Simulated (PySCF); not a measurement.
CH3Si, multiplicity 2. Atoms are numbered in the order given.

```xyz
5

C      0.0000     0.0000    -1.1828
Si     0.0000     0.0000     0.4852
H      0.0000     0.0000    -2.2556
H      0.0000    -1.2471     1.2797
H      0.0000     1.2471     1.2797
```
Charge 0, spin multiplicity 2.

Geometry optimised at PBE0-D3(BJ)/def2-TZVP. The isomer is the one that the SMILES or the coordinates give; other isomers of the formula were not compared.

Computed with ωB97X/def2-TZVPD run with PySCF.

Mulliken values depend strongly on the basis, most of all with diffuse functions as here. ESP charges are fitted to the potential on shells at 1.4 to 2.0 van der Waals radii. Atomic charges (e):

| atom | ESP fit | meta-Löwdin | Mulliken | Mulliken spin |
|---|---|---|---|---|
| C1 | -0.56 | -0.47 | -0.40 | 0.89 |
| Si2 | 0.25 | 0.47 | 0.02 | 0.00 |
| H3 | 0.28 | 0.16 | 0.44 | 0.09 |
| H4 | 0.01 | -0.08 | -0.03 | 0.01 |
| H5 | 0.01 | -0.08 | -0.03 | 0.01 |
